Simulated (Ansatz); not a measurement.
`[AlH2][NH][SiH2][SiH3]`, relaxed with RKS PBE0-D4/def2-TZVP in Ansatz from a PBE-D4/def2-SVP geometry. The force threshold is 0.005 eV/Å; the program also tests the step.

Charge 0, multiplicity 1.

Start:

```xyz
12

Al    1.162   -0.132    2.388
N    -0.034    0.413    1.149
Si    0.219    0.785   -0.557
Si   -1.064   -0.668   -1.902
H     2.682   -0.275    1.932
H     0.601   -0.432    3.852
H    -1.013    0.495    1.449
H     1.685    0.599   -0.841
H    -0.146    2.214   -0.891
H    -0.943   -0.335   -3.368
H    -2.519   -0.568   -1.514
H    -0.631   -2.097   -1.697
```

```
step  energy (eV)  largest force (eV/Å)  largest move (Å)
   1  -23963.3493                 0.443             0.000
   2  -23963.3867                 0.283             0.038
   3  -23963.3911                 0.147             0.040
   4  -23963.3937                 0.064             0.023
   5  -23963.3939                 0.004             0.010
   6  -23963.3939                 0.010             0.008
   7  -23963.3939                 0.007             0.006
   8  -23963.3939                 0.006             0.006
   9  -23963.3939                 0.003             0.001
```

End:

```xyz
12

Al    1.159   -0.109    2.372
N    -0.032    0.401    1.147
Si    0.204    0.751   -0.532
Si   -1.065   -0.664   -1.906
H     2.667   -0.257    1.922
H     0.625   -0.385    3.837
H    -0.990    0.484    1.462
H     1.653    0.562   -0.818
H    -0.147    2.164   -0.865
H    -0.917   -0.303   -3.343
H    -2.509   -0.562   -1.549
H    -0.649   -2.083   -1.728
```

It took 31 s on 4 threads of an Arm Neoverse V1 on a shared host, with 0.5 GiB of host memory at the peak.
